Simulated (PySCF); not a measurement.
# Excitation energy of Ag by level of theory

Ag [Kr] 4d10 5s1 (2S) → Ag [Kr] 4d9 5s2 (2D), as a difference of total energies. Calculation: PySCF 2.14, in x2c-TZVPPall; the spin-free X2C one-electron Hamiltonian (Gaussian nucleus). Correlated levels: valence and next inner shell: [Ar] 3d10 frozen. The calculations carry no spin-orbit coupling.

```csv
method,excitation energy (eV)
UHF,3.692
MP2 (valence and next inner shell),4.200
SCS-MP2 (valence and next inner shell),3.985
CCSD (valence and next inner shell),3.827
CCSD(T) (valence and next inner shell),3.809
```

Problem. How much does correlation contribute at CCSD(T) (valence and next inner shell)?

Solution. 3.809 − (3.692) = 0.117 eV, measured against UHF.

Errors of the correlated levels include the incompleteness of this basis and the frozen core.

For comparison: 3.971 eV (measured; NIST levels, between the centres of gravity of the two terms).
